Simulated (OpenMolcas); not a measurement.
**Rh5+ in a point-charge field**

Rh5+ among 6 point charges of -1.7 e arranged as a tetragonal octahedron (D4h), 1.84 Å from the ion, with the axial distance 1.950 Å.

- Program: OpenMolcas
- Method: CASSCF
- Basis: ANO-RCC-VDZP [6s5p3d1f]
- Scalar Hamiltonian: DKH2, point nucleus
- Active space: 4 electrons in 5 orbitals (4d)
- State averaging: 2S+1 = 5 even, 5 roots; 2S+1 = 3 even, 45 roots; 2S+1 = 1 even, 50 roots
- Spin-orbit coupling: RASSI with atomic mean-field integrals over the reference wave functions

The lowest spin-free states (labels of D4, the rotations of D4h), above the lowest:

```csv
State,Degeneracy,E (cm-1),Free-ion L (%)
5B1,1,0.0,D (100)
5A1,1,3141,D (100)
5B2,1,6773,D (100)
5E,2,8357,D (100)
3E,2,18716,H (57)
3A2,1,19718,H (65)
3B1,1,22392,H (88)
3A1,1,23798,H (90)
3A2,1,23931,P (43)
3E,2,24683,H (50)
3E,2,24873,H (47)
3B2,1,25630,H (56)
3B1,1,26714,F (93)
3A1,1,27895,G (91)
3A2,1,29067,H (68)
1E,2,29488,I (56)
1A1,1,29729,I (84)
3E,2,29834,H (68)
3B2,1,29881,H (39)
3B1,1,30340,G (71)
```

The lowest levels with spin-orbit coupling:

| E (cm-1) | Degeneracy | Label | 2S+1 | g |
| --- | --- | --- | --- | --- |
| 0.0 | 1 | A1 | 5 |  |
| 66.6 | 1 | A2 | 5 |  |
| 482.0 | 2 | E | 5 | 0.00 0.00 2.82 |
| 647.6 | 1 | B1 | 5 |  |
| 3052 | 1 | A1 | 5 |  |
| 3209 | 2 | E | 5 | 0.00 0.00 3.86 |
| 3705 | 1 | B2 | 5 |  |
| 3742 | 1 | B1 | 5 |  |
| 7140 | 1 | B2 | 5 |  |
| 7253 | 2 | E | 5 | 0.00 0.00 4.72 |
| 7592 | 1 | A2 | 5 |  |
| 7662 | 1 | A1 | 5 |  |
| 8424 | 2 | E | 5 | 0.00 0.00 5.71 |
| 8920 | 1 | A2 | 5 |  |
| 9269 | 1 | A1 | 5 |  |
| 9502 | 2 | E | 5 | 0.00 0.00 1.34 |
| 9683 | 1 | B1 | 5 |  |
| 9924 | 1 | B2 | 5 |  |
| 10030 | 2 | E | 5 | 0.00 0.00 9.33 |
| 17884 | 1 | A1 | 3 |  |

Powder χT (cm3 K/mol): 0.0511 at 2 K, 0.256 at 10 K, 0.986 at 50 K, 1.29 at 100 K, 1.61 at 200 K, 1.81 at 300 K. The effective moment at 300 K is 2.828 √(χT) = 3.81 μB.

The lowest level has 2S+1 = 5, for which the spin-only value is χT = S(S+1) / 2 = 3.000 cm3 K/mol (g = 2). The computed 1.814 at 300 K differs by -1.186, through orbital momentum, spin-orbit coupling and any other state in reach.

Without dynamic correlation the repulsion within the d shell is too large (B by tens of per cent), so at a given field states of lower spin stand too high. Point charges give a weaker field than real ligands, and real ions of this kind are as a rule low spin; the high spin found here belongs to the model. Point charges carry no covalency, so the field is a model and not that of real ligands. No measured value stands beside these numbers.

With an even number of electrons the g values are those of a degenerate or nearly degenerate non-Kramers pair.
